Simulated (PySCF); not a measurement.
**Radial density of Ga²⁺ (gallium, charge +2)**

M06-2X, [Ar] 3d10 4s1, 2S determinant. Calculation: PySCF 2.14, in cc-pVTZ-DK; the spin-free X2C one-electron Hamiltonian (Gaussian nucleus).

```json
{"r (bohr)": "0.000842", "4πr²ρ (e/bohr)": "0.2933", "4πr²(ρα − ρβ)": "0.0001"}
{"r (bohr)": "0.00142", "4πr²ρ (e/bohr)": "0.7278", "4πr²(ρα − ρβ)": "0.0003"}
{"r (bohr)": "0.00238", "4πr²ρ (e/bohr)": "1.767", "4πr²(ρα − ρβ)": "0.0008"}
{"r (bohr)": "0.00401", "4πr²ρ (e/bohr)": "4.142", "4πr²(ρα − ρβ)": "0.0019"}
{"r (bohr)": "0.00674", "4πr²ρ (e/bohr)": "9.161", "4πr²(ρα − ρβ)": "0.0041"}
{"r (bohr)": "0.0113", "4πr²ρ (e/bohr)": "18.27", "4πr²(ρα − ρβ)": "0.0081"}
{"r (bohr)": "0.0191", "4πr²ρ (e/bohr)": "30.50", "4πr²(ρα − ρβ)": "0.0125"}
{"r (bohr)": "0.0321", "4πr²ρ (e/bohr)": "38.00", "4πr²(ρα − ρβ)": "0.0114"}
{"r (bohr)": "0.0539", "4πr²ρ (e/bohr)": "32.99", "4πr²(ρα − ρβ)": "0.0013"}
{"r (bohr)": "0.0907", "4πr²ρ (e/bohr)": "32.63", "4πr²(ρα − ρβ)": "0.0113"}
{"r (bohr)": "0.153", "4πr²ρ (e/bohr)": "43.93", "4πr²(ρα − ρβ)": "0.0419"}
{"r (bohr)": "0.257", "4πr²ρ (e/bohr)": "27.30", "4πr²(ρα − ρβ)": "0.0150"}
{"r (bohr)": "0.432", "4πr²ρ (e/bohr)": "23.89", "4πr²(ρα − ρβ)": "0.1256"}
{"r (bohr)": "0.726", "4πr²ρ (e/bohr)": "21.78", "4πr²(ρα − ρβ)": "0.0386"}
{"r (bohr)": "1.22", "4πr²ρ (e/bohr)": "5.496", "4πr²(ρα − ρβ)": "0.2539"}
{"r (bohr)": "2.05", "4πr²ρ (e/bohr)": "0.9831", "4πr²(ρα − ρβ)": "0.5588"}
{"r (bohr)": "3.46", "4πr²ρ (e/bohr)": "0.1147", "4πr²(ρα − ρβ)": "0.1063"}
{"r (bohr)": "5.81", "4πr²ρ (e/bohr)": "0.0006634", "4πr²(ρα − ρβ)": "0.0007"}
```

Densities and radii are taken from the X2C orbitals without a picture-change correction, which distorts them close to the nucleus.
